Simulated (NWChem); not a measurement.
Relativistic effects in germanium monotelluride (GeTe)

```xyz
2

Ge     0.0000     0.0000     1.4649
Te     0.0000     0.0000    -0.9015
```
Charge 0, spin multiplicity 1.

Program: NWChem. Structure: optimised with B3LYP/def2-SVP with def2 effective core potentials on Te, a minimum by its harmonic frequencies.

Functional B3LYP, all-electron basis x2c-SVPall-2c, contracted for the X2C Hamiltonian and used here with ZORA. The ion keeps the geometry and has multiplicity 2 in the scalar run; the spin-orbit run starts from the same electron counts.

Relative cost: rough, from shared machines, SCF included, scalar ZORA = 1.

B3LYP has NWChem's definition, with VWN1-RPA local correlation. The stability of the SCF solutions was not checked.

```json
[
 {"Hamiltonian": "scalar ZORA", "ΔSCF ionisation energy (eV)": "9.52", "HOMO (eV)": "-6.66", "LUMO (eV)": "-2.66", "gap (eV)": "4.00", "relative cost": "1"},
 {"Hamiltonian": "spin-orbit ZORA", "ΔSCF ionisation energy (eV)": "9.15", "HOMO (eV)": "-6.46", "LUMO (eV)": "-2.76", "gap (eV)": "3.70", "relative cost": "under 3"}
]
```

From scalar ZORA to spin-orbit ZORA the ionisation energy decreases by 0.36 eV.
